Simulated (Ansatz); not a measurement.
The cluster Be₄F₆⁺, 10 atoms. Hardware: 4 threads of Intel Xeon 6975P-C on a shared host.

Correlated methods freeze 6 core orbitals.

(1) How many basis functions does each of these Ansatz runs have, and roughly what does it cost? PBE-D4/def2-TZVP, charge 1 doublet, energy and forces, from earlier orbitals; BHLYP-D4/def2-TZVP, charge 1 doublet, energy, from earlier orbitals; PBE-D4/def2-SVP, charge 1 doublet, energy, from earlier orbitals; HF/STO-3G, charge 1 doublet, energy; r2SCAN-D4/def2-TZVP, charge 1 doublet, energy, from earlier orbitals; r2SCAN0-D4/def2-TZVP, charge 1 doublet, energy, from earlier orbitals; CCSD(T)/def2-SVP, charge 1 doublet, energy, from earlier orbitals; MP2/def2-TZVP, charge 1 doublet, energy, from earlier orbitals; r2SCAN-D4/def2-SVP, charge 1 doublet, relaxation, 6 steps; PBE0-D4/def2-SVP, charge 1 doublet, energy, from earlier orbitals; PBE0-D4/def2-TZVP, charge 1 doublet, energy, from earlier orbitals; CAM-B3LYP-D4/def2-TZVP, charge 1 doublet, energy, from earlier orbitals.

## Answers

(1) Other jobs shared the machine, so times can vary by a factor of up to 3. A dash marks memory too small to be measured apart from the calling script's.

```csv
run,functions,fitting or Cholesky vectors,wall time,peak host memory (GiB)
"HF/STO-3G, charge 1 doublet, energy",50,741,0.35 s,–
"PBE-D4/def2-SVP, charge 1 doublet, energy, from earlier orbitals",120,1424,1.2 s,–
"PBE0-D4/def2-SVP, charge 1 doublet, energy, from earlier orbitals",120,1272,1.6 s,–
"PBE-D4/def2-TZVP, charge 1 doublet, energy and forces, from earlier orbitals",262,1500,2.9 s,–
"r2SCAN-D4/def2-TZVP, charge 1 doublet, energy, from earlier orbitals",262,1500,4.7 s,–
"MP2/def2-TZVP, charge 1 doublet, energy, from earlier orbitals",262,1858,4.7 s,0.84
"PBE0-D4/def2-TZVP, charge 1 doublet, energy, from earlier orbitals",262,1500,5.5 s,0.98
"BHLYP-D4/def2-TZVP, charge 1 doublet, energy, from earlier orbitals",262,1614,5.5 s,1
"CAM-B3LYP-D4/def2-TZVP, charge 1 doublet, energy, from earlier orbitals",262,1500,6 s,1.2
"r2SCAN0-D4/def2-TZVP, charge 1 doublet, energy, from earlier orbitals",262,1500,7 s,1.1
"r2SCAN-D4/def2-SVP, charge 1 doublet, relaxation, 6 steps",120,1424,8 s,–
"CCSD(T)/def2-SVP, charge 1 doublet, energy, from earlier orbitals",120,1272,55 s,2.6
```
